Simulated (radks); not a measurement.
Species: Rh0.75-. Configuration: [Kr] 4d(up 4, down 4) 5s(up 1, down 0.75) (fractional occupations, a model configuration). Method: scalar-relativistic Kohn-Sham, r2SCAN, spin-polarised, spherical densities, finite nucleus; meta-GGA in the generalised Kohn-Sham scheme; Fermi nuclear charge, rms radius 4.4945 fm; computed with a radial shooting solver on a logarithmic mesh with Libxc functionals.

Local quantities along the radius. ELF = 1/(1 + alpha^2) is the electron localisation function; alpha = (tau - tau_W)/tau_unif compares the Pauli kinetic energy density with that of the uniform gas (summed over spins); -r V(r) is the screened charge that the Kohn-Sham potential of spin up presents (atomic units). tau is taken from the large components.

r (bohr),ELF,alpha,-r V(r)
0.003163,0.999,0.02519,44.37
0.004286,0.999,0.02857,44.13
0.005762,0.999,0.03418,43.82
0.007747,0.998,0.04390,43.40
0.01042,0.996,0.06174,42.85
0.01412,0.990,0.09891,42.11
0.01898,0.968,0.1808,41.19
0.02552,0.872,0.3834,40.03
0.03431,0.574,0.8615,38.45
0.04613,0.320,1.456,36.59
0.06251,0.416,1.186,34.37
0.08405,0.691,0.6682,31.89
0.113,0.756,0.5684,28.90
0.1519,0.491,1.019,25.46
0.2059,0.306,1.508,21.64
0.2768,0.633,0.7615,18.21
0.3722,0.775,0.5393,14.57
0.5004,0.484,1.033,11.14
0.6781,0.197,2.017,8.252
0.9118,0.683,0.6807,5.888
1.226,0.710,0.6395,3.716
1.648,0.445,1.116,2.078
2.234,0.241,1.773,1.055
3.003,0.252,1.721,0.5592
4.037,0.356,1.344,0.2360
5.428,0.444,1.120,-0.04196
7.357,0.428,1.156,-0.3267
9.891,0.271,1.638,-0.9770
13.3,0.076,3.491,-1.034

On this mesh the ELF has minima near r = 0.046, 0.21, 0.68, 2.6 bohr, which separate the shells, and maxima near 0.098 (0.76), 0.37 (0.77), 1.1 (0.75), 6.3 (0.45).

Self-consistent cycle (total energy in hartree, residual of the potential): 1: -4783.994944, 4e+00; 2: -4784.387678, 3e+00; 3: -4779.075443, 3e+00; 4: -4784.640936, 7e-01; 5: -4784.691678, 5e-01; 6: -4784.708788, 4e-01; 7: -4784.730361, 3e-01; 8: -4784.739684, 1e-01; 9: -4784.744356, 4e-02; 10: -4784.744740, 7e-03; 11: -4784.744447, 3e-02; 12: -4784.744767, 5e-04; 13: -4784.744765, 1e-03; 14: -4784.744767, 7e-04; 15: -4784.744766, 1e-03; 16: -4784.744766, 5e-04; 17: -4784.744767, 3e-04; 18: -4784.744767, 3e-05; 19: -4784.744767, 1e-05; 20: -4784.744767, 9e-06; 21: -4784.744767, 6e-06; 22: -4784.744767, 2e-06.
